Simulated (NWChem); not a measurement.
System: C₃H₅ClSi; SMILES C(=C[SiH2]Cl)=C

NWChem input:

```
start job
memory heap 200 mb stack 900 mb global 1100 mb
geometry units angstroms noautosym nocenter noautoz
  C     -0.213339    -3.232752    -0.473683
  C     -0.277349    -2.076446     0.131870
  C     -0.318527    -0.904013     0.718525
  Si     0.724623     0.507319     0.100058
  Cl    -0.475534     2.059313    -0.617439
  H      0.511039    -3.988468    -0.178613
  H     -0.887480    -3.480642    -1.290447
  H     -0.965907    -0.762038     1.586108
  H      1.584606     0.041957    -1.011035
  H      1.538996     1.090755     1.194041
end
basis spherical
  * library 6-31g*
end
dft
  xc hfexch
  iterations 150
end
property
  shielding
end
task dft property
```

NWChem printed, in part:

```
             Northwest Computational Chemistry Package (NWChem) 7.3.0
             --------------------------------------------------------

                             Geometry "geometry" -> ""
                             -------------------------

 Output coordinates in angstroms (scale by  1.889725989 to convert to a.u.)

  No.       Tag          Charge          X              Y              Z
 ---- ---------------- ---------- -------------- -------------- --------------
    1 C                    6.0000    -0.21333900    -3.23275200    -0.47368300
    2 C                    6.0000    -0.27734900    -2.07644600     0.13187000
    3 C                    6.0000    -0.31852700    -0.90401300     0.71852500
    4 Si                  14.0000     0.72462300     0.50731900     0.10005800
    5 Cl                  17.0000    -0.47553400     2.05931300    -0.61743900
    6 H                    1.0000     0.51103900    -3.98846800    -0.17861300
    7 H                    1.0000    -0.88748000    -3.48064200    -1.29044700
    8 H                    1.0000    -0.96590700    -0.76203800     1.58610800
    9 H                    1.0000     1.58460600     0.04195700    -1.01103500
   10 H                    1.0000     1.53899600     1.09075500     1.19404100

 Effective nuclear repulsion energy (a.u.)     238.8932495007

  xc_inp: hfexch multiplicative factor not found.
                              NWChem Property Module
                              ----------------------

  itol2e modified to match energy
  convergence criterion.

                                 NWChem DFT Module
                                 -----------------

 Summary of "ao basis" -> "ao basis" (spherical)
 ------------------------------------------------------------------------------
       Tag                 Description            Shells   Functions and Types
 ---------------- ------------------------------  ------  ---------------------
 C                           6-31g*                  6       14   3s2p1d
 Si                          6-31g*                  8       18   4s3p1d
 Cl                          6-31g*                  8       18   4s3p1d
 H                           6-31g*                  2        2   2s

  itol2e modified to match energy
  convergence criterion.

[...]

          -----------------------------------------
          Chemical Shielding Tensors (GIAO, in ppm)
          -----------------------------------------

                                NWChem CPHF Module
                                ------------------

  scftype          =     RHF
  nclosed          =       27
  nopen            =        0
  variables        =     1647
  # of vectors     =        3
  tolerance        = 0.10D-03
  level shift      = 0.00D+00
  max iterations   =       50
  max subspace     =       30

 SCF residual:    1.8073422861729940E-004

Iterative solution of linear equations
  No. of variables     1647
  No. of equations        3
  Maximum subspace       30
        Iterations       50
       Convergence  1.0D-04

   iter   nsub   residual    time
   ----  ------  --------  ---------
     1      3    1.76D+00      21.1
     2      6    1.91D-01      22.7
     3      9    4.29D-02      24.4
     4     12    6.47D-03      26.1
     5     15    2.66D-03      27.7
     6     18    5.42D-04      29.4
     7     21    7.90D-05      31.1

      Atom:    1  C
        Diamagnetic
    261.0355     -3.3560      5.1826
     -3.3560    269.8249      5.2567
      5.1826      5.2567    262.1812

        Paramagnetic
   -154.9896     34.2202    -69.7480
     34.2202   -117.6431      5.2363
    -69.7480      5.2363   -132.4519

        Total Shielding Tensor
    106.0459     30.8642    -64.5654
     30.8642    152.1818     10.4930
    -64.5654     10.4930    129.7293

           isotropic =     129.3190
          anisotropy =      88.3396

          Principal Components and Axis System
                 1           2           3
              188.2121    156.1073     43.6376

      1        -0.6559     -0.0426      0.7536
      2        -0.3703      0.8881     -0.2721
      3         0.6577      0.4576      0.5983

      Atom:    2  C
        Diamagnetic
    231.0159     -1.1257     -0.9946
     -1.1257    274.9961     21.5473
     -0.9946     21.5473    241.9349

        Paramagnetic
   -278.7224     -5.0455      8.7040
     -5.0455   -252.6832     10.3496
      8.7040     10.3496   -276.1007

        Total Shielding Tensor
    -47.7066     -6.1712      7.7094
     -6.1712     22.3129     31.8969
      7.7094     31.8969    -34.1658

           isotropic =     -19.8532
          anisotropy =     -56.8004

          Principal Components and Axis System
                 1           2           3
              -57.7201    -38.5869     36.7476

      1        -0.6929      0.7205     -0.0295
      2        -0.3124     -0.2631      0.9128
      3         0.6499      0.6417      0.4074

      Atom:    3  C
        Diamagnetic
    262.5985      6.8829     -7.5906
      6.8829    274.1033     -0.7203
     -7.5906     -0.7203    263.8861

        Paramagnetic
   -132.9808    -37.3210     73.7607
    -37.3210   -130.5929      8.8055
     73.7607      8.8055   -153.9981

        Total Shielding Tensor
    129.6176    -30.4381     66.1701
    -30.4381    143.5104      8.0852
     66.1701      8.0852    109.8880

           isotropic =     127.6720
          anisotropy =      98.9333

          Principal Components and Axis System
                 1           2           3
              193.6275    143.6145     45.7740

      1         0.7475      0.1124     -0.6547
      2        -0.3644      0.8935     -0.2625
      3         0.5555      0.4348      0.7088

      Atom:    4  Si
        Diamagnetic
    878.4238     -1.6322      0.6991
     -1.6322    884.1980     -3.8878
      0.6991     -3.8878    875.0242

[...]
```

Level: Hartree-Fock/6-31G* (spherical d), GIAO. All runs use the structure optimised with B3LYP/6-31G* (spherical d). The printed shielding anisotropy is the first printed principal value minus the mean of the other two.
